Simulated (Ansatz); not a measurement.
Input file for CH7NOSi2 (`N[SiH2]C1O[SiH2]1`):

```yaml
crystal:
  periodic: [false, false, false]
  atoms:
    - {symbol: N, position_ang: [-0.572864, -0.131134, 2.318411]}
    - {symbol: Si, position_ang: [-0.808967, -0.458766, 0.649752]}
    - {symbol: C, position_ang: [0.069794, 0.651163, -0.568097]}
    - {symbol: O, position_ang: [1.565076, 0.513340, -0.527317]}
    - {symbol: Si, position_ang: [0.980781, 0.012858, -1.996640]}
    - {symbol: H, position_ang: [0.341814, -0.261023, 2.721268]}
    - {symbol: H, position_ang: [-1.044148, 0.648532, 2.748200]}
    - {symbol: H, position_ang: [-2.265980, -0.338892, 0.372418]}
    - {symbol: H, position_ang: [-0.315540, -1.836439, 0.388343]}
    - {symbol: H, position_ang: [-0.227033, 1.701637, -0.611763]}
    - {symbol: H, position_ang: [1.063278, -1.430875, -2.302647]}
    - {symbol: H, position_ang: [1.290990, 0.874300, -3.158028]}
basis:
  gaussian: {orbitals: def2-TZVPP}
correlation: {method: ccsd_t}
output: {orbitals: {seedname: orbitals}}
```

```sh
$ ansatz run in.yaml --threads 4 --pin off --events-out ev --progress --plain --max-ram 10444MiB
```

Output of Ansatz, abridged:

```
Functional definition: HF
1605 factors; integrals over basis functions are off by at most 9.8e-4 eV
mean field evaluation 1: about -20381.5549 eV, gradient 4.8e1 eV
mean field evaluation 2: about -20381.9101 eV, gradient 4.9e1 eV
mean field evaluation 4: about -20387.2322 eV, gradient 5.4e0 eV
mean field evaluation 8: about -20387.3322 eV, gradient 5.0e-1 eV
mean field -20387.33297449 eV, -749.2206677819 hartree, gradient 2.9e-6 eV, S^2 0.000000; 0 other end points of the search recorded, 0 dependent functions left out
13 core orbitals not correlated: weight in the atoms' cores, before any rotation towards them, 1.000 or more for the frozen orbitals, at most 0.000 for the correlated occupied ones
reference -20387.33297449 eV, -749.2206677819 hartree; 15, 15 occupied and 247, 247 virtual orbitals, 1605 factors
second order -23.44340838 eV of doubles, -0.00000000 eV of singles
cycle   1  -23.84299941 eV  change   -4.0e-1 eV  update   1.2e-1
cycle   2  -24.47882112 eV  change   -6.4e-1 eV  update   3.6e-2
cycle   3  -24.64070181 eV  change   -1.6e-1 eV  update   2.0e-2
cycle   4  -24.62673452 eV  change    1.4e-2 eV  update   5.0e-3
cycle   5  -24.62516306 eV  change    1.6e-3 eV  update   2.7e-3
cycle   6  -24.62623563 eV  change   -1.1e-3 eV  update   9.0e-4
cycle   7  -24.62579555 eV  change    4.4e-4 eV  update   4.1e-4
cycle   8  -24.62571931 eV  change    7.6e-5 eV  update   1.3e-4
cycle   9  -24.62577575 eV  change   -5.6e-5 eV  update   5.5e-5
cycle  10  -24.62578385 eV  change   -8.1e-6 eV  update   2.0e-5
perturbative correction -1.00321519 eV, -0.0368674784 hartree
Total energy: -20412.96197354 eV, -750.1625161250 hartree
```

It took 3.7 min on 4 threads of a server CPU on a shared host, with 7.2 GiB of host memory at the peak.

The correlation energy is -25.629 eV, 3.9 % of it from (T); the T1 diagnostic reads 0.0135.
